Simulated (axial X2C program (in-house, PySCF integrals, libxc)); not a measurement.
Results of a calculation; reference values are marked as such.
## GeSe: input and output

Program: an axial X2C code built on PySCF integrals.

The run was started with this input:
```json
{
 "zs": [
  34,
  32
 ],
 "q": 0,
 "bas": [
  "dyall-v3z",
  "dyall-v3z"
 ],
 "levels": [
  "PBE0",
  "HF",
  "PBE50",
  "B97-3"
 ],
 "cc": false,
 "r0": 2.18,
 "npts": 10,
 "nst": 2,
 "ntry": 6
}
```
```bash
python so2c.py task.json out
```

Keys: zs atomic numbers; q charge; bas basis sets; levels methods; cc coupled cluster on or off; r0 starting distance in Å; npts points on the curve; nst determinants followed; ntry starts of the search. HF also brings MP2.

Output of the PBE0 step, two-component, at R = 2.140 Å for the state Ω = 0. It starts from the PBE0 orbitals of the search at 2.180 Å.

```
two-component X2C + atomic mean field  PBE0
basis functions 150  fitting functions 996  grid points 5801
iter        total energy     max residual
   1      -4525.682986379     3.44e+00
   2      -4526.776862257     1.98e-01
   3      -4526.831220689     2.82e-02
   4      -4526.833842301     2.33e-02
   5      -4526.835078850     5.46e-03
   6      -4526.835236249     4.98e-03
   7      -4526.835267057     1.91e-03
   8      -4526.835287563     8.15e-04
   9      -4526.835289430     4.99e-04
  10      -4526.835289959     7.02e-05
  11      -4526.835289969     4.12e-05
  12      -4526.835289978     3.10e-06
converged
one-electron -6836.91974525  Coulomb 2210.95610070  exact exchange -41.32388034  xc functional -126.97070479  nuclear repulsion 269.03962873  atomic mean-field constant -1.61668903
```
Energies are in hartree; totals compare only within one Hamiltonian and basis.
